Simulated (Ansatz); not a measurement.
Reaction (isomerisation): `C#CC[SiH2]F` → `CC1=C[SiH]1F`

Isolated molecules relaxed with PBE0-D4/def2-TZVP in Ansatz; ΔE leaves out vibrations. CBS: MP2 limit from def2 TZ/QZ plus the TZ coupled-cluster correction, frozen cores. Functionals use def2-TZVPP. B3LYP here is the variant with VWN-RPA as its local correlation; programs differ in this. HSE06 is defined as in plane-wave codes. Each species was taken in one conformer, which may not be the lowest.

```tsv
level	ΔE (kcal/mol)	difference from CCSD(T)/CBS
B3LYP-D4	-1.7	-0.2
r2SCANh-D4	-6.1	-4.6
CAM-B3LYP-D4	-2.1	-0.6
r2SCANh	-6.1	-4.6
HSE06	-7.2	-5.7
CCSD(T)/def2-SVP	-1.4	0.1
MP2/def2-TZVPP	-0.9	0.6
CCSD/def2-TZVPP	-0.8	0.7
CCSD(T)/def2-TZVPP	-1.2	0.3
MP2/CBS(def2)	-1.2	0.3
CCSD(T)/CBS	-1.5	0
```

Largest T1 diagnostic among the species: 0.012.

Leaving LDA and LC-ωPBE aside and taking each functional with its dispersion term where it has one, the values, not all of them listed here, spread over 6.9 kcal/mol, from B97M-V to BLYP-D4. LDA lies −3.2 kcal/mol from PBE without D4. From BLYP to BHLYP (50 % exact exchange), in def2-TZVPP and without D4, ΔE moves by −1.1 kcal/mol.
